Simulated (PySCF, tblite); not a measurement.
A set of runs on `[H]/N=C/[SiH2]B(C)C`; the geometry of each is named by its level. Settings lines and outputs come from a driver script.

Species: C₃H₁₀BNSi.
Numbering: `[H]/[N:6]=[CH:5]/[SiH2:4][B:2]([CH3:1])[CH3:3]` (hydrogens: H7, H8, H9 on C1; H10, H11, H12 on C3; H13, H14 on Si4; H15 on C5; H16 on N6)

Step 1: GFN2-xTB geometry optimisation, gas phase (tblite 0.8.0) (from a force-field or distance-geometry start)
```json
{"job": {"kind": "relax", "xc": "GFN2-xTB", "basis": "xTB"}, "charge": 0, "multiplicity": 1}
```
```
step      E/eV     max force
  0    -471.00914    2.121
  1    -471.15898    1.555
  2    -471.23859    1.059
...
131    -471.44875    0.022
132    -471.44879    0.015
133    -471.44882    0.013
134    -471.44884    0.013
135    -471.44885    0.008
```

Energy lowered by 10.1 kcal/mol over 135 steps; largest atomic force 0.008 eV/Å at the end. «max force» is the largest atomic force in eV/Å.

On one thread of an Arm Neoverse N1, no GPU, on a shared host, this took 1.4 s of wall time.

Step 2: GFN2-xTB harmonic vibrations, gas phase (tblite 0.8.0) (on the GFN2-xTB geometry)
```json
{"job": {"kind": "ir", "xc": "GFN2-xTB", "basis": "xTB"}, "charge": 0, "multiplicity": 1}
```
```
(table of modes left out)
```

42 modes from -55 to 3254 cm⁻¹ (unscaled, harmonic, a negative number standing for an imaginary wavenumber); zero-point energy 76.5 kcal/mol from the real modes; the lowest is imaginary at this level.

The run took 0.79 s wall on Arm Neoverse N1, one thread, no GPU (shared host).

Step 3: TDDFT CAM-B3LYP/def2-SVPD, vertical, gas phase, core orbitals frozen in the response (PySCF 2.14.0, density-fitted response routines) (on the GFN2-xTB geometry)
```json
{"job": {"kind": "uv", "xc": "CAM-B3LYP", "basis": "def2-SVPD", "nstates": 8, "ntriplets": 3}, "charge": 0, "multiplicity": 1}
```
```
...
Static polarisability (au): isotropic 86.216, principal 70.645 92.599 95.405
Singlet excitations
state   eV       nm        f      main configurations
  1   4.4379    279.4   0.00176   H->L+1 0.90
  2   4.7509    261.0   0.01591   H->L 0.52, H-1->L 0.41
  3   5.3118    233.4   0.01433   H-1->L 0.53, H->L 0.39
  4   5.8416    212.2   0.00406   H-2->L 0.57, H-3->L 0.33
  5   6.6211    187.3   0.00912   H->L+3 0.53, H->L+2 0.29, H->L+5 0.11
  6   6.8266    181.6   0.00393   H-1->L+1 0.91
  7   6.9576    178.2   0.01870   H-3->L 0.59, H-2->L 0.33
  8   7.2022    172.1   0.05232   H->L+2 0.49, H->L+3 0.31
Triplet excitations (Tamm-Dancoff, eV): 3.6415 4.0527 5.0029
```

HOMO -8.34 eV, LUMO -0.29 eV; lowest singlet 4.44 eV; lowest triplet 3.64 eV (Tamm–Dancoff); mean polarisability 86.2 au.

Hardware: one thread of an Arm Neoverse V1, shared host. Cost: 40 s wall, 0.93 GiB resident at most.

Geometry of the electronic-property runs (GFN2-xTB):
```
atom  x, y, z in Å
C1    -0.815    1.518    0.389
B2    -0.877    0.026   -0.093
C3    -2.139   -0.869    0.207
Si4    0.689   -0.727   -1.011
C5     2.307   -0.291   -0.091
N6     2.282    0.510    0.879
H7    -0.599    2.201   -0.433
H8    -1.701    1.885    0.903
H9     0.039    1.619    1.063
H10   -2.962   -0.351    0.695
H11   -1.859   -1.709    0.845
H12   -2.528   -1.323   -0.705
H13    0.958   -0.242   -2.383
H14    0.778   -2.198   -1.148
H15    3.239   -0.755   -0.449
H16    3.181    0.714    1.321
```

 GFN2-xTB frequencies show an imaginary mode (55i cm⁻¹), so this geometry is no minimum at that level. (This holds for the electronic-property runs.)

One conformer stands for the species.
